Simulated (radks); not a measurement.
Q: Excited configurations of Pt: one electron is placed in a higher orbital outside [Xe] 4f14 5d9. The ground configuration is [Xe] 4f14 5d9 6s1. Method: Dirac Kohn-Sham, PBE, spin-unpolarised, spherical densities, finite nucleus; open shells fill j = l - 1/2 first; Fermi nuclear charge, rms radius 5.427 fm; computed with a radial shooting solver on a logarithmic mesh with Libxc functionals. Excitation = E - E(ground); binding = E(ion) - E, where the ion is the core of charge +1; n* = 1/sqrt(2 binding) in atomic units, and the quantum defect is n - n*.

outer orbital  excitation (eV)  binding (eV)     n*  quantum defect  eigenvalue (eV)  <r> (bohr)
5f5/2                    8.277         0.910  3.866           1.134           -0.435       17.38
6p1/2                    4.593         4.594  1.721           4.279           -2.047       4.190
6d3/2                    7.614         1.573  2.941           3.059           -0.720       10.39
6f5/2                    8.559         0.628  4.654           1.346           -0.366       29.42
7s1/2                    6.597         2.590  2.292           4.708           -1.516       8.302
7p1/2                    7.330         1.857  2.707           4.293           -1.053       10.74
7d3/2                    8.203         0.984  3.719           3.281           -0.554       19.57

Estimate the row for 7f5/2.

A: excitation (eV) 8.733; binding (eV) 0.454; n* 5.476; quantum defect 1.524; eigenvalue (eV) -0.286; <r> (bohr) 44.10. The Delta-SCF ionisation energy is 9.187 eV (NIST Atomic Spectra Database: 8.959 eV, measured). Self-interaction in the functional shifts the binding energies and quantum defects, so they are the method's values and not measured ones. Spin polarisation and multiplet splitting are left out, so open shells lie too high by an amount that depends on their filling.

Beside tabulated values, note that spin-unpolarised runs miss the spin-polarisation part of the exchange energy of open shells.
